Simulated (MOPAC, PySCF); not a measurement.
H6GeSn, SMILES `[GeH3][SnH3]`, neutral singlet in the gas phase. 

Cartesian coordinates (Å):
SMILES: [GeH3][SnH3]
```xyz
8

Ge    -1.3278    -0.0734     0.0278
Sn     1.2810     0.0710    -0.0266
H     -1.7821    -1.3740     0.7142
H     -1.8982    -0.0533    -1.4016
H     -1.9185     1.1175     0.8036
H      1.9181     0.0517     1.5629
H      1.9391    -1.2553    -0.8871
H      1.7884     1.5158    -0.7932
```
Charge 0, spin multiplicity 1.

All levels are single points at this geometry (B3LYP-D3(BJ)/def2-TZVP); Pople sets use spherical d functions. Orbital energies aren't observables, and empty levels follow the basis.

| level | HOMO (eV) | LUMO (eV) | gap (eV) | dipole (D) | vertical IE, Delta-SCF (eV) |
|---|---|---|---|---|---|
| B3LYP-D3(BJ)/def2-TZVP in PySCF | -7.72 | -0.53 | 7.19 | 0.14 | 9.91 |
| PBE-D3(BJ)/def2-TZVP in PySCF | -6.89 | -1.05 | 5.84 | 0.13 | 9.73 |
| B3LYP/6-311+G** (LANL2DZ on Ge, Sn) in PySCF | -7.88 | -0.22 | 7.66 | 0.09 | – |
| BP86/6-31G* (LANL2DZ on Sn) in PySCF | -6.99 | -0.82 | 6.17 | 0.26 | – |
| SVWN5/6-31G* (LANL2DZ on Sn) in PySCF | -6.93 | -0.89 | 6.03 | 0.21 | 9.91 |
| PM3 in MOPAC | -11.09 | -2.25 | 8.84 | 0.96 | – |
